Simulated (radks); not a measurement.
Q: Valence configurations of Zn+ (all share [Ar]). All-electron calculation, Dirac Kohn-Sham, BLYP, spin-unpolarised, spherical densities, finite nucleus; open shells fill j = l - 1/2 first; Fermi nuclear charge, rms radius 3.9283 fm. Program: a radial shooting solver on a logarithmic mesh with Libxc functionals. Order these by energy: 3d10 4s0.5 4p0.5; 3d9.5 4s1 4p0.5; 3d9 4s2; 3d8 4s1 4p2; 3d9 4s1.5 4p0.5; 3d10 4s1; 3d8 4s2 4p1; 3d9 4s1 4p1; 3d10 4p1; 3d9 4p2.

A: From the lowest, in eV above it: 3d10 4s1 0.000; 3d10 4s0.5 4p0.5 3.101; 3d10 4p1 6.261; 3d9.5 4s1 4p0.5 6.536; 3d9 4s2 7.717; 3d9 4s1.5 4p0.5 11.146; 3d9 4s1 4p1 14.630; 3d9 4p2 21.752; 3d8 4s2 4p1 28.163; 3d8 4s1 4p2 35.934. NIST lists [Ar] 3d10 4s1 as the ground configuration; this level of theory agrees among the configurations tried. The energies are those of spherical spin-averaged densities, not of single terms.
